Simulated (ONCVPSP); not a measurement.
# Potentials for Co compared

Generated with ld1.x 7.5 (TM, RRKJ, ultrasoft, PAW), atompaw 4.2 or ONCVPSP 4.0.1. The cutoff is in Ry: for ld1.x and atompaw files where the sum of valence levels is converged to 10 mRy in a Bessel basis, for ONCV files where the hardest occupied wave has 1 mHa per electron of residual kinetic energy. The error is the largest all-electron minus pseudo excitation energy over each file’s own four to seven test configurations (ionisations up to +4, promotions, holes and added fractions of an electron), all of which were solved. The labels leave out finer settings (local radius, basis sizes, second energies), which also bear on the numbers. Spin-polarised tests are not counted. The rows are a selection from randomly drawn settings: files with unsolved tests, undetermined cutoffs or missed reference levels are left out.

A true bound ghost makes a file unfit for plane-wave use even where its test errors are small: the radial tests pick states by their node count and pass the ghost by.

```tsv
potential	cutoff (Ry)	largest error (meV)	bound ghosts
ONCV, BLYP, scalar-relativistic, rc 2.05/2.25/0.90 (spd), local d, core correction yes, reference 3d7 4s2, qcut 2.6/4/17.2, projectors 2/2/0	223	-134	s, p
ONCV, PBE, scalar-relativistic, rc 1.55/1.25/1.20 (spd), local smoothed, core correction yes, reference 3s2 3p6 3d7 4s2, qcut 7.2/10.9/12, projectors 2/2/2	121	-395	none
ONCV, PBE, scalar-relativistic, rc 1.35/0.95/1.45 (spd), local smoothed, core correction no, reference 3s2 3p6 3d7 4s2, qcut 6.9/14.6/8.7, projectors 2/2/1	122	+256	none
ONCV, PBE, scalar-relativistic, rc 2.15/2.05/1.65 (spd), local smoothed, core correction no, reference 3d7 4s1, qcut 3.5/3.7/8.4, projectors 2/2/2	68	+161	none
ONCV, PBE, scalar-relativistic, rc 1.40/1.20/1.20 (spd), local d, core correction yes, reference 3s2 3p6 3d7 4s1, qcut 8.2/9.9/13.3, projectors 2/2/0	136	-27	none
```

Q: Fill in the row for Co: ONCV, PBE, scalar-relativistic, rc 1.10/0.95/1.70 (spd), local smoothed, core correction yes, reference 3s2 3p6 3d7 4s2, qcut 12.4/14.2/9.8, projectors 2/2/3.

A: cutoff 138 Ry, largest error +593 meV, bound ghosts: none.
